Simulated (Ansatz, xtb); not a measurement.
**Relative energy of two isomers of C6H6O2**

Structure X: `C=C1CC(=O)C=C1O`, a singlet. Structure Y: `C=C1CC(=O)CC1=O`, a singlet. Both are isolated molecules in the gas phase, relaxed with B3LYP-D3(BJ)/def2-SVP; each stands in its lowest conformer found.

X (Å):

```xyz
14

C    -2.1931   -0.0880   -1.1106
C    -1.6901   -0.8857   -0.1593
C    -0.3832   -0.7695    0.5893
C    -0.3763   -1.9788    1.5432
C    -1.6285   -2.7150    1.3190
C    -2.3622   -2.0890    0.3558
O     0.5115   -2.2489    2.3235
O    -3.5546   -2.4228   -0.1473
H    -1.6509    0.7950   -1.4570
H    -3.1633   -0.3040   -1.5634
H    -0.3041    0.1630    1.1714
H     0.4964   -0.8132   -0.0732
H    -1.8944   -3.6228    1.8617
H    -3.8786   -3.2290    0.2787
```

Y (Å):

```yaml
atoms:
  - { symbol: C, position_ang: [-1.3511, -0.6188, -1.1497] }
  - { symbol: C, position_ang: [-1.4275, -1.0890, 0.1005] }
  - { symbol: C, position_ang: [-0.8072, -0.5444, 1.3618] }
  - { symbol: C, position_ang: [-1.2364, -1.4947, 2.4883] }
  - { symbol: C, position_ang: [-2.1044, -2.6089, 1.9119] }
  - { symbol: C, position_ang: [-2.2163, -2.3339, 0.4173] }
  - { symbol: O, position_ang: [-0.9288, -1.3697, 3.6455] }
  - { symbol: O, position_ang: [-2.8314, -2.9979, -0.3834] }
  - { symbol: H, position_ang: [-0.7855, 0.2814, -1.4038] }
  - { symbol: H, position_ang: [-1.8723, -1.1513, -1.9504] }
  - { symbol: H, position_ang: [-1.1428, 0.4769, 1.6112] }
  - { symbol: H, position_ang: [0.2954, -0.5073, 1.3287] }
  - { symbol: H, position_ang: [-3.0969, -2.6262, 2.3929] }
  - { symbol: H, position_ang: [-1.6535, -3.5975, 2.1033] }
```

Quicker runs give these differences E(Y) − E(X): GFN2-xTB −0.50 kcal/mol; HF/STO-3G −13.21 kcal/mol (at GFN2-xTB geometries); r2SCAN-D4/def2-SVP +1.53 kcal/mol (at GFN2-xTB geometries).

Task: Which of the two would you expect CCSD(T)/def2-SVP + ΔMP2/def2-TZVPP electronic energies to favour?

Result: CCSD(T)/def2-SVP + ΔMP2/def2-TZVPP gives E(Y) − E(X) = +0.74 kcal/mol, slightly favouring structure X, which is too small a margin to settle the true order.

Level by level:

```
                             level               geometry  E(Y) − E(X) (kcal/mol)  departure from the last row (kcal/mol)  job, with rough time for the two
                          GFN2-xTB               GFN2-xTB                     −0.50                                   −1.23              optimisation, 0.39 s
                         HF/STO-3G               GFN2-xTB                    −13.21                                  −13.95               single point, 1.7 s
                r2SCAN-D4/def2-SVP               GFN2-xTB                     +1.53                                   +0.79                single point, 11 s
             B3LYP-D3(BJ)/def2-SVP  B3LYP-D3(BJ)/def2-SVP                     −0.01                                   −0.75             optimisation, 2.1 min
                       HF/def2-SVP  B3LYP-D3(BJ)/def2-SVP                     −3.00                                   −3.74           part of the CCSD(T) run
                      MP2/def2-SVP  B3LYP-D3(BJ)/def2-SVP                     −2.36                                   −3.10           part of the CCSD(T) run
                  CCSD(T)/def2-SVP  B3LYP-D3(BJ)/def2-SVP                     −3.54                                   −4.28                      single point
CCSD(T)/def2-SVP + ΔMP2/def2-TZVPP  B3LYP-D3(BJ)/def2-SVP                     +0.74                                                     single point, 4.4 min
```

As drawn, Y has 1 C–C, 1 C=O, 1 C–H in place of 1 C=C, 1 C–O, 1 O–H.

The largest departure from CCSD(T)/def2-SVP + ΔMP2/def2-TZVPP is that of HF/STO-3G, 13.95 kcal/mol. The last row adds to CCSD(T) the change of the MP2 difference between the two basis sets, here +4.28 kcal/mol, a large step that makes the value less sure.

With thermal terms from frequencies at re-optimised GFN2-xTB minima (ideal gas, soft modes damped towards free rotors, one conformer each, 298.15 K, 1 atm): the zero-point term adds −0.55 kcal/mol; ΔH is +0.34 and ΔG −0.24 kcal/mol.

The correlated steps freeze 8 core orbitals. Programs: Ansatz 0.2.0, xtb 6.7.1; the last row on 2 threads of Intel(R) Xeon(R) Processor @ 2.50GHz (Skylake/Cascade Lake) on a shared host.
